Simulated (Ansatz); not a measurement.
`[CH3][Ti]([OH])([F])[Cl]` + `C[CH2][Ga]([OH])[F]` → `[CH3][Ti]([F])([F])[Cl]` + `C[CH2][Ga]([OH])[OH]`  (redistribution)

Calculated with Ansatz (gas phase, PBE0-D4/def2-TZVP geometries, no zero-point term in ΔE). CCSD(T)/CBS adds triple-zeta CCSD(T) − MP2 to the extrapolated MP2 energy (def2 sets, frozen cores). DFT in def2-TZVPP. For Ga, Ti outer-core shells are correlated without core-valence functions, which leaves a few kJ/mol of doubt a bond. Scalar relativity is left out up to krypton. Each species was taken in one conformer, which may not be the lowest.

```
   level  ΔE (kcal/mol)
BHLYP-D4           -1.9
  revPBE           -3.7
```

Task: What does CCSD(T)/CBS give? (Best estimate.)

Result: The calculation gave: -2.4 kcal/mol. The listed levels differ from it by 0.5, -1.3 kcal/mol.

Largest T1 diagnostic among the species: 0.022, so the coupled-cluster value is less sure than usual.

From BLYP to BHLYP (50 % exact exchange), in def2-TZVPP and without D4, ΔE moves by +1.2 kcal/mol. Leaving LDA and LC-ωPBE aside and taking each functional with its dispersion term where it has one, the values, not all of them listed here, spread over 1.7 kcal/mol, from revPBE-D4 to BHLYP-D4.

CCSD(T)/CBS has its own doubt, a few kJ/mol and more with outer-core shells, so smaller differences from it don't rank the levels.
